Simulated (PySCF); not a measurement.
C2H5AlO. Atoms are numbered in the order given.

```xyz
9

Al    -0.6090     0.7020     0.0000
H     -1.9388     1.5710     0.0000
C     -0.5409    -1.2349     0.0000
C      0.6382    -1.8784     0.0000
H     -1.4465    -1.8581     0.0000
H      0.7163    -2.9738     0.0000
H      1.5906    -1.3340     0.0000
O      0.9175     1.4671     0.0000
H      1.0715     2.4124     0.0000
```

Geometry optimised at PBE0-D3(BJ)/def2-SVP. The values are those of a single conformer.

Computed with PySCF 2.14.0 with TDDFT-CAM-B3LYP/def2-SVPD.

Vertical excitations.  State labels are in the subgroup Cs.

```
state  symmetry  energy (eV)  λ (nm)      f                                                                 main pairs
-----  --------  -----------  ------  -----  -------------------------------------------------------------------------
S1           A"         5.43     228  0.001                                                           HOMO−1→LUMO 95 %
S2           A'         6.26     198  0.219                                                             HOMO→LUMO 98 %
S3           A"         6.78     183  0.017                                       HOMO−2→LUMO 80 %, HOMO−1→LUMO+3 15 %
S4           A"         7.09     175  0.021                                                           HOMO→LUMO+1 80 %
S5           A'         7.26     171  0.018                                                         HOMO−1→LUMO+1 80 %
S6           A'         7.53     165  0.034                                                           HOMO−3→LUMO 79 %
S7           A"         7.61     163  0.000                                       HOMO−1→LUMO+3 67 %, HOMO−2→LUMO 15 %
S8           A"         7.81     159  0.121                                       HOMO−3→LUMO+1 58 %, HOMO→LUMO+2 23 %
S9           A'         7.83     158  0.082  HOMO−2→LUMO+1 37 %, HOMO−1→LUMO+2 30 %, HOMO−3→LUMO 12 %, HOMO→LUMO+3 8 %
S10          A"         8.11     153  0.001                                       HOMO→LUMO+2 59 %, HOMO−3→LUMO+1 19 %
T1           A'         3.97     312      0                                           HOMO→LUMO 74 %, HOMO→LUMO+3 23 %
T2           A"         4.93     251      0                                                           HOMO−1→LUMO 90 %
T3           A"         6.21     200      0                                       HOMO−2→LUMO 64 %, HOMO−1→LUMO+3 24 %
T4           A'         6.70     185      0                                     HOMO−1→LUMO+1 59 %, HOMO−1→LUMO+4 12 %
```
Triplets are in the Tamm–Dancoff approximation, which puts them higher than full response would, so one can lie above its singlet here.
